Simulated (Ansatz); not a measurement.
This geometry of CH7AsSSi (11 atoms, charge 0, multiplicity 1) is a first-order saddle point.

Computed with Ansatz, RKS r2SCAN/def2-SVP.

```xyz
11
Properties=species:S:1:pos:R:3
Si -0.933 1.724 -0.159
As -0.048 0.098 1.320
C 1.129 -0.804 -0.055
S 0.566 -2.407 -0.690
H -1.360 1.112 -1.455
H 0.140 2.728 -0.438
H -2.094 2.416 0.475
H -1.247 -0.812 1.079
H 2.131 -0.895 0.392
H 1.233 -0.166 -0.947
H 0.549 -3.051 0.499
```

Question: Which two structures does it join? (They come from a converged band through this point; their orientation in space is the band's.)

Answer: No bond is made or broken. The dihedral H8–As2–C3–S4 goes from -74 to 58°.

Initial state:

```xyz
11
Properties=species:S:1:pos:R:3
Si -0.681 1.901 0.015
As -0.409 -0.200 1.093
C 0.722 -1.037 -0.331
S 0.888 -2.838 -0.127
H -1.010 1.758 -1.438
H 0.596 2.668 0.140
H -1.771 2.666 0.692
H -1.726 -0.729 0.538
H 1.709 -0.548 -0.328
H 0.277 -0.894 -1.327
H 1.470 -2.804 1.093
```

Final state:

```xyz
11
Properties=species:S:1:pos:R:3
Si -1.063 1.409 -0.202
As -0.099 0.038 1.489
C 1.334 -0.783 0.365
S 1.001 -1.156 -1.385
H -1.803 0.669 -1.264
H 0.026 2.233 -0.805
H -2.022 2.321 0.495
H -1.106 -1.089 1.262
H 1.697 -1.678 0.895
H 2.166 -0.060 0.348
H -0.066 -1.960 -1.176
```

Question: How far does it lie above each of them?

Answer: 0.085 eV above the first and 0.129 eV above the second. This is the barrier of this one path; another mechanism may lie lower.

The run took 5.2 min on 2 threads of Arm Neoverse V2, with other jobs on the host, peak memory 0.19 GiB.
